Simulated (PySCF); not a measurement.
Exercise with solution: oscillator strength and radiative lifetime

Ga(Me)2(PH2) (C2H8GaP), SMILES [CH3][Ga]([CH3])[PH2].

Geometry optimised at B3LYP-D3(BJ)/def2-SVP. The structure was generated by enumeration; whether it is a known compound was not checked. Other conformers were not sampled.

TDA-LC-ωPBE/def2-SVPD in PySCF puts the first singlet state with f over 0.02 at 5.26 eV (vertical), with the transition dipole (0.219, 0.047, 0.423) in atomic units.

**Question.** Find the oscillator strength, the wavelength and the radiative lifetime that this transition would have in vacuum if emission retraced absorption.

**Answer.** 
|μ|² = 0.2291 au, so |μ| = 1.22 D. ΔE = 5.26/27.211 = 0.1933 hartree. f = (2/3) ΔE |μ|² = 0.030 (the program prints 0.029).
λ = 1239.84/5.26 = 236 nm; ν = 42425 cm⁻¹.
Einstein's coefficient A = 0.6670 ν² f s⁻¹ (ν in cm⁻¹) = 3.5e7 s⁻¹, so τ = 1/A = 28 ns. This state is S1. The figure is the radiative limit of this one transition; relaxation, internal conversion, crossing to triplets and a medium change what is measured.
